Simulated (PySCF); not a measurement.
Species: C4H7NS2Si.
Numbering: `[SiH3:1][S:2][CH2:3][c:4]1[cH:5][n:6][s:7][cH:8]1`

NICS is the negative of the GIAO shielding at a point without a nucleus: at the ring centre (0) and 1 Å above and below it (1); zz is the component along the ring normal. Level: GIAO PBE0/pcSseg-1 (PySCF, non-relativistic, gas phase) on the GFN2-xTB geometry, one conformer.

Ring bond lengths (Å), with Mayer bond orders in brackets: C4–C5 1.416 (1.26), C5–N6 1.305 (1.59), N6–S7 1.630 (1.19), S7–C8 1.710 (1.21), C8–C4 1.370 (1.51).

Give the NICS values of each ring in ppm.

| ring | type | NICS(0) | NICS(1), two faces | NICS(1)zz, two faces | rms pucker (Å) | centre to ring atoms, mean (Å) |
| --- | --- | --- | --- | --- | --- | --- |
| C4–C5–N6–S7–C8 | 5-membered ring with N and S; formal bonds all aromatic | -12.7 | -11.8 / -12.2 | -29.1 / -30.3 | 0.00 | 1.26 |

What do they say, and how far can they be read as aromaticity?

- C4–C5–N6–S7–C8: mean NICS(1)zz -29.7 ppm, shielded. For a flat ring without four-coordinate atoms the NICS criterion counts such a value as aromatic.

What is the mean of the two in-plane components of NICS at the first NICS(1) probe listed for ring C4–C5–N6–S7–C8, 1 Å off the ring?

The isotropic value is a third of the trace: (3 × -11.8 − (-29.1))/2 = -3.2 ppm.

List the ring angles and the Hirshfeld charges of the ring atoms.

- C4–C5–N6–S7–C8: C4 109.0° (-0.031 e), C5 116.2° (-0.003 e), N6 111.0° (-0.200 e), S7 93.9° (+0.181 e), C8 109.9° (-0.078 e); sum 540.0° against 540° for a flat convex ring.

The values belong to the conformer `[SiH3:1][S:2][CH2:3][c:4]1[cH:5][n:6][s:7][cH:8]1`: Si1–S2–C3–C4 63°, S2–C3–C4–C5 -103°.
